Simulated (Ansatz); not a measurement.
Basis-set extrapolation for `[C]#C[SiH2]F` radical (PBE0-D4/def2-TZVP geometry, frozen core, Ansatz). Multiplicity 2, UHF reference.

```csv
,def2-TZVPP,def2-QZVPP
HF,-465.283300,-465.300423
MP2 correlation,-0.596879,-0.647197
CCSD(T) correlation,-0.670347,-0.717953
```

Energies in hartree. Use E(X) = E(∞) + A·exp(−7.88·√X) for Hartree–Fock and E(X) = E(∞) + B·X^(−2.97) for correlation, with X = 3 and 4.

Q: What is the CCSD(T) energy at the basis-set limit?

A: HF limit: -465.300423 + (-0.017123) × 0.13774 = -465.30278. Correlation limit: -0.717953 + (-0.047606) × 0.74074 = -0.75322. Total: -466.05600 hartree, 268.7 kJ/mol below CCSD(T)/def2-TZVPP.

The UHF reference is spin-contaminated (⟨S²⟩ = 1.17, T1 = 0.046).
